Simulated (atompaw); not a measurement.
**Reading a pseudo-wave (Cd (Z = 48))**

Columns: radius, all-electron u(r) and pseudo u(r) of the 5p shell (level -1.18 eV) of cadmium in the configuration [Kr] 4d10 5s2 5p0; PBE, scalar-relativistic, PAW (atompaw) scheme, atompaw 4.2.0.5.

```
r (bohr)  all-electron  pseudo
   0.108       -0.0392  0.0013
   0.215        0.0937  0.0052
   0.323        0.0843  0.0118
   0.431       -0.0112  0.0209
   0.538       -0.1042  0.0324
   0.646       -0.1604  0.0465
   0.754       -0.1747  0.0629
   0.862       -0.1560  0.0816
   0.969       -0.1160  0.1021
   1.077       -0.0636  0.1246
   1.185       -0.0062  0.1488
   1.292        0.0512  0.1740
   1.400        0.1069  0.2004
   1.508        0.1589  0.2274
   1.615        0.2061  0.2545
   1.723        0.2490  0.2816
   1.831        0.2873  0.3081
   1.938        0.3208  0.3334
   2.046        0.3505  0.3574
   2.154        0.3763  0.3798
   2.262        0.3985  0.4001
   2.369        0.4174  0.4179
   2.477        0.4335  0.4336
   2.585        0.4469  0.4469
   2.692        0.4578  0.4578
   2.800        0.4665  0.4665
```

(1) How many radial nodes do the two functions have?

(2) Is the pseudo-wave norm-conserving?

Answers

(1) The all-electron 5p function has n − l − 1 = 3; the pseudo-wave has 0, since the states of the same l below it are removed with the core.

(2) No, it belongs to a PAW set: the norm inside the radius is not constrained, and the difference is carried by the augmentation charge.
